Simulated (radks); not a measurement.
Results of a calculation; reference values are marked as such.
Q: Dy2+, 64 electrons, occupied as [Xe] 4f10. Code: a radial shooting solver on a logarithmic mesh with Libxc functionals. Model: Dirac Kohn-Sham, PBE, spin-unpolarised, spherical densities, finite nucleus; open shells are shared between the two j in proportion to 2j + 1; Fermi nuclear charge, rms radius 5.2218 fm. Some entries of the table are withheld. Estimate them.

orbital,occ.,eigenvalue (eV),<r^2> (bohr^2)
1s1/2,2,-53604.68,0.0006095
2s1/2,2,-8933.548,0.009461
2p1/2,2,-8497.719,(1)
2p3/2,4,-7697.511,(2)
3s1/2,2,-1999.244,0.06276
3p1/2,2,-1808.962,0.05826
3p3/2,4,-1642.775,0.06521
3d3/2,4,-1315.509,0.05170
3d5/2,6,-1279.219,0.05364
4s1/2,2,-406.5723,0.3172
4p1/2,2,-331.4871,0.3327
4p3/2,4,-294.3647,0.3711
4d3/2,4,-170.6959,0.4234
4d5/2,6,-163.9755,0.4387
5s1/2,2,-62.9199,1.906
5p1/2,2,-42.7195,2.439
5p3/2,4,-37.9982,2.792
4f5/2,4.28571,-17.5507,0.9974
4f7/2,5.71429,-16.6698,1.047

A: 
(1) 2p1/2 <r^2> (bohr^2): 0.006846
(2) 2p3/2 <r^2> (bohr^2): 0.008072
